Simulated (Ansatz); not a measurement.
Question: Name a neutral molecule of F, O, Si, Sn and H with HOMO–LUMO gap (PBE/def2-TZVPP) between 4.20 and 4.50 eV and LUMO energy (PBE0/def2-TZVPP) between -2.20 and -1.90 eV (Ansatz, PBE0-D4/def2-TZVP geometry).

Answer: `O[Si](O)(O)[O][Sn]([F])([O][Si](O)(O)O)[O][Si](O)(O)O` (4.38 eV, -2.19 eV). Other molecules can fit too; these were computed, each in one conformer that needn't be the lowest.
